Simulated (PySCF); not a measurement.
C3H3, SMILES [CH]1[CH][CH]1 (connectivity only; charge and spin as stated), neutral, multiplicity 2. Atoms are numbered in the order given.

```xyz
6

C     -0.8735    -0.1374     0.0000
C      0.4179     0.0129    -0.6539
C      0.4179     0.0129     0.6539
H     -1.7330     0.5313     0.0000
H      0.9797     0.0694    -1.5696
H      0.9797     0.0694     1.5696
```
Charge 0, spin multiplicity 2.

The structure is a stationary point at B3LYP-D3(BJ)/def2-TZVP.

The numbers are results of M06-2X/def2-TZVPD (PySCF), not measurements.

Mulliken values depend strongly on the basis, most of all with diffuse functions as here. ESP charges are fitted to the potential on shells at 1.4 to 2.0 van der Waals radii. Atomic charges (e):

```json
[
 {"atom": "C1", "Mulliken": "-0.57", "ESP fit": "-0.32", "meta-Löwdin": "-0.22", "Mulliken spin": "1.00"},
 {"atom": "C2", "Mulliken": "-0.05", "ESP fit": "-0.11", "meta-Löwdin": "-0.09", "Mulliken spin": "0.01"},
 {"atom": "C3", "Mulliken": "-0.05", "ESP fit": "-0.11", "meta-Löwdin": "-0.09", "Mulliken spin": "0.01"},
 {"atom": "H4", "Mulliken": "0.19", "ESP fit": "0.17", "meta-Löwdin": "0.11", "Mulliken spin": "0.02"},
 {"atom": "H5", "Mulliken": "0.24", "ESP fit": "0.19", "meta-Löwdin": "0.15", "Mulliken spin": "-0.02"},
 {"atom": "H6", "Mulliken": "0.24", "ESP fit": "0.19", "meta-Löwdin": "0.15", "Mulliken spin": "-0.02"}
]
```
